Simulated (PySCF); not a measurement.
In(H)2(SMe) (CH5InS), SMILES C[S][InH2]. Atoms are numbered in the order given.

```xyz
8

In    -0.0695    -0.8535     0.0000
H      1.1397    -2.0707     0.0000
H     -1.7892    -0.9643     0.0000
S      0.7520     1.4061     0.0000
C     -0.7837     2.4115     0.0000
H     -0.7915     3.0511     0.8942
H     -0.7915     3.0511    -0.8942
H     -1.6897     1.7889     0.0000
```

Coordinates come from a r2SCAN-D4/def2-SVP optimisation. The def2 effective core potentials stand for the cores of In; spin–orbit coupling is left out.

All values below come from PySCF with r2SCAN-D4/def2-SVP.

Frequencies are harmonic and unscaled.

```json
[
 {"mode": "1", "ν (cm⁻¹)": "42", "IR (km/mol)": "0.4", "moving atoms (share of kinetic energy)": "H 95 %"},
 {"mode": "2", "ν (cm⁻¹)": "160", "IR (km/mol)": "0.5", "moving atoms (share of kinetic energy)": "C 47 %, H 29 %, S 14 %, In 10 %"},
 {"mode": "3", "ν (cm⁻¹)": "219", "IR (km/mol)": "0.4", "moving atoms (share of kinetic energy)": "H 92 %"},
 {"mode": "4", "ν (cm⁻¹)": "340", "IR (km/mol)": "42.0", "moving atoms (share of kinetic energy)": "S 58 %, H 20 %, In 19 %"},
 {"mode": "5", "ν (cm⁻¹)": "392", "IR (km/mol)": "39.2", "moving atoms (share of kinetic energy)": "H 72 %, S 21 %"},
 {"mode": "6", "ν (cm⁻¹)": "505", "IR (km/mol)": "69.6", "moving atoms (share of kinetic energy)": "H 97 %"},
 {"mode": "7", "ν (cm⁻¹)": "567", "IR (km/mol)": "161.3", "moving atoms (share of kinetic energy)": "H 98 %"},
 {"mode": "8", "ν (cm⁻¹)": "707", "IR (km/mol)": "2.0", "moving atoms (share of kinetic energy)": "C 59 %, S 31 %, H 9 %"},
 {"mode": "9", "ν (cm⁻¹)": "962", "IR (km/mol)": "7.2", "moving atoms (share of kinetic energy)": "H 84 %, C 15 %"},
 {"mode": "10", "ν (cm⁻¹)": "968", "IR (km/mol)": "7.4", "moving atoms (share of kinetic energy)": "H 82 %, C 15 %"},
 {"mode": "11", "ν (cm⁻¹)": "1328", "IR (km/mol)": "19.4", "moving atoms (share of kinetic energy)": "H 87 %, C 12 %"},
 {"mode": "12", "ν (cm⁻¹)": "1446", "IR (km/mol)": "4.9", "moving atoms (share of kinetic energy)": "H 96 %"},
 {"mode": "13", "ν (cm⁻¹)": "1457", "IR (km/mol)": "7.6", "moving atoms (share of kinetic energy)": "H 96 %"},
 {"mode": "14", "ν (cm⁻¹)": "1789", "IR (km/mol)": "117.2", "moving atoms (share of kinetic energy)": "H 100 %"},
 {"mode": "15", "ν (cm⁻¹)": "1826", "IR (km/mol)": "222.4", "moving atoms (share of kinetic energy)": "H 99 %"},
 {"mode": "16", "ν (cm⁻¹)": "3043", "IR (km/mol)": "28.4", "moving atoms (share of kinetic energy)": "H 98 %"},
 {"mode": "17", "ν (cm⁻¹)": "3158", "IR (km/mol)": "3.6", "moving atoms (share of kinetic energy)": "H 90 %, C 10 %"},
 {"mode": "18", "ν (cm⁻¹)": "3160", "IR (km/mol)": "1.9", "moving atoms (share of kinetic energy)": "H 90 %, C 10 %"}
]
```
